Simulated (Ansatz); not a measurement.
The cluster Li5Br4, relaxed as a doublet with UKS PBE-D4/def2-SVP in Ansatz, starting from the GFN1-xTB geometry. Force threshold 0.02 eV/Å.

Another isomer (doublet) lies 0.55 eV lower at PBE0-D4/def2-TZVP; other spin states weren't run for this one.

Start:

```xyz
9

Li   -2.057    2.314    2.303
Li   -0.523   -1.314    0.521
Li    1.465    0.377   -1.588
Li    1.409   -2.267   -1.572
Li   -0.355    1.540    0.441
Br    2.748   -0.944   -2.998
Br   -0.843    3.805    1.024
Br    0.040   -3.493   -0.137
Br   -1.884   -0.018    2.005
```

Q: Estimate the energy that the relaxation releases and the steps that it takes.

A: 0.37 eV, in 23 steps; 2.2 min on 4 threads of Arm Neoverse N1 on a shared host. The force fell under the threshold at step 18, but the optimiser went on. No frequencies were taken in this run, so the end may be a saddle point.

Q: Does the start keep its bonding?

A: Bonds lost: Li3–Li5 (atoms count from 1). Metal–metal contacts that move far: Li3–Li4 2.64 to 3.29 Å.

Q: Predict the relaxed structure.

A: 
```tsv
atom	x (Å)	y (Å)	z (Å)
Li1	-1.656	2.042	2.775
Li2	-0.730	-1.208	0.366
Li3	1.230	0.447	-1.943
Li4	1.886	-2.746	-1.472
Li5	-0.912	1.902	0.023
Br6	2.711	-1.084	-2.900
Br7	-0.494	3.661	1.602
Br8	0.367	-3.283	0.213
Br9	-2.402	0.269	1.337
```
Bond lengths (bridged metal pairs left out): 9 × Br–Li 2.31 to 2.57 Å.
